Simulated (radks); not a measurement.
Valence configurations of Tm2+ (all share [Xe]). Method: scalar-relativistic Kohn-Sham, SCAN, spin-polarised, spherical densities, finite nucleus; open shells are filled with parallel spins first (spin-orbit coupling, left out, can overturn this in heavy ions); meta-GGA in the generalised Kohn-Sham scheme; Fermi nuclear charge, rms radius 5.2256 fm; computed with a radial shooting solver on a logarithmic mesh with Libxc functionals. Energies are relative to 4f13; eigenvalues in eV for spin up.

| valence | E (eV) | moment (Bohr magnetons) | e(4f) | e(5d) | e(6p) | e(6s) |
|---|---|---|---|---|---|---|
| 4f13 | 0.000 | 1 | -18.018 | - | - | - |
| 4f12 5d1 | 5.606 | 3 | -25.065 | -15.396 | - | - |
| 4f11.5 5d1 6s0.5 | 9.682 | 4 | -30.262 | -17.387 | - | -17.748 |
| 4f12 6p1 | 10.193 | 3 | -29.084 | - | -13.194 | - |
| 4f11.5 6s1 6p0.5 | 12.399 | 4 | -33.731 | - | -13.658 | -19.587 |
| 4f10 5d1 6s1 6p1 | 39.120 | 7 | -48.949 | -24.348 | -15.252 | -21.978 |

NIST lists [Xe] 4f13 as the ground configuration; this level of theory agrees among the configurations tried. The energies are those of spherical high-spin densities, not of single terms. No valid solution was reached for [Xe] 4f12 6s1; [Xe] 4f10 5d1 6s2; [Xe] 4f9 5d1 6s2 6p1; [Xe] 4f12.5 6s0.5.
